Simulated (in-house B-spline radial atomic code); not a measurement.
Computed with a B-spline radial atomic code. Model: two electrons, singlet ground state, non-relativistic, full CI in B-splines with partial waves to l = 8 (at full coupling up to 3e-4 hartree above the limit, correlation up to 0.6 % small), density held at that of full coupling by Lieb maximisation.

Along the adiabatic connection the electron repulsion is scaled by a coupling λ while a local potential keeps the density fixed. At λ = 0 the system is the Kohn-Sham one and W equals the exchange energy; the exchange-correlation energy is the area under W between 0 and 1. The kinetic energy rises with λ as the electrons avoid each other, with dT/dλ = −λ dW/dλ.

Command:
```bash
python run_ac.py task.json out
```
Settings (lengths in bohr, energies in hartree):
```
potential              coulomb
strength               1.5
lmax                   8
wall_radius            1
```

Cost of the run: 1.4 s on 1 thread of Intel(R) Xeon(R) Processor @ 2.30GHz (shared host).

**W = mean repulsion less Hartree energy, and W of three functionals.**

Given: confinement point charge; nuclear charge 1.5; hard wall radius 1 bohr; external potential -Z/r.

Computed: LDA exchange minus exact 276.9 millihartree; PBE exchange minus exact 87.116 millihartree.

| coupling | W xc (hartree) | W xc minus exchange (millihartree) | kinetic minus Kohn-Sham (millihartree) | LDA (PW92) W minus its exchange (millihartree) | PBE W minus its exchange (millihartree) | SCAN W minus its exchange (millihartree) |
| --- | --- | --- | --- | --- | --- | --- |
| 0 | -1.9427 | 0 | 0 | 0 | 0 | 0 |
| 0.02 | -1.9447 | -2.01 | 0 | -13.63 | -3.04 | -1.94 |
| 0.05 | -1.9477 | -5.006 | 0.1 | -28.52 | -7.58 | -4.8 |
| 0.12 | -1.9546 | -11.909 | 0.7 | -56.07 | -17.97 | -11.34 |
| 0.25 | -1.9671 | -24.409 | 3 | -96.08 | -36.49 | -23.06 |
| 0.4 | -1.981 | -38.336 | 7.5 | -133.45 | -56.61 | -36.04 |
| 0.6 | -1.9988 | -56.117 | 16.4 | -175.14 | -81.61 | -52.55 |
| 0.8 | -2.0157 | -73.048 | 28.3 | -210.85 | -104.78 | -68.26 |
| 1 | ? | ? | ? | ? | ? | ? |
| 1.4 | ? | ? | ? | ? | ? | ? |
| 2 | -2.1021 | -159.45 | 146.8 | -363.33 | -216.86 | -149.35 |
| 3 | -2.1585 | -215.82 | 286.7 | -449.93 | -287.18 | -203.95 |
| 4.5 | -2.2245 | -281.82 | 531.9 | -546.27 | -369.23 | -270.43 |
| 7 | -2.3025 | -359.87 | 974.2 | -658.41 | -468.43 | -353.33 |
| 10 | -2.3656 | -422.95 | 1504.3 | -750.65 | -552.21 | -423.81 |

Problem. What belongs in the row 1?

Solution. W xc (hartree): -2.0319; W xc minus exchange (millihartree): -89.181; kinetic minus Kohn-Sham (millihartree): 42.8; LDA (PW92) W minus its exchange (millihartree): -242.4; PBE W minus its exchange (millihartree): -126.39; SCAN W minus its exchange (millihartree): -83.25.

Problem. What belongs in the row 1.4?

Solution. W xc (hartree): -2.0619; W xc minus exchange (millihartree): -119.24; kinetic minus Kohn-Sham (millihartree): 78.7; LDA (PW92) W minus its exchange (millihartree): -296.71; PBE W minus its exchange (millihartree): -165.68; SCAN W minus its exchange (millihartree): -111.33.

Problem. What is the SCAN exchange minus exact?

Solution. -0.0666 millihartree.

**Energy parts, natural occupations and partial-wave weights.**

Computed: total energy 3.8872 hartree; exchange energy -1.9427 hartree; correlation energy -0.046423 hartree; initial slope twice GL2 -0.10078 hartree; kinetic part over minus potential part 0.47944; Hartree energy 3.8853 hartree; Kohn-Sham kinetic 10.337 hartree.

| natural | occupation of the shell (electrons) |
| --- | --- |
| s | 1.9948 |
| p | 0.004626 |
| s | ? |
| d | 0.00021678 |
| p | 4.0499e-05 |
| f | 2.9013e-05 |

Problem. What belongs in the row s?

Solution. occupation of the shell (electrons): 0.00028625.

```tsv
wave	weight
s	0.99753
p	?
d	0.000113
f	1.5765e-05
g	3.6678e-06
```

Problem. What belongs in the row p?

Solution. weight: 0.0023343.

Problem. What is the Lieb Oxford ratio E_xc over LDA exchange?

Solution. 1.1941.

Problem. What is the kinetic part of the DFT correlation energy?

Solution. 0.042757 hartree.

Half-way to full coupling W has made 53 % of its drop, against 50 % for a straight line, and second-order (GL2) theory, half the initial slope, overshoots the correlation energy by about 9 %: a moderate bend, as in light atoms. Over couplings 0 to 1 the errors in E_xc come to about +178 millihartree for LDA, +66 millihartree for PBE, +2.9 millihartree for SCAN, so SCAN is nearest. In LDA and PBE and SCAN the errors of exchange and correlation have opposite signs, so the sum is smaller than the larger of the two.
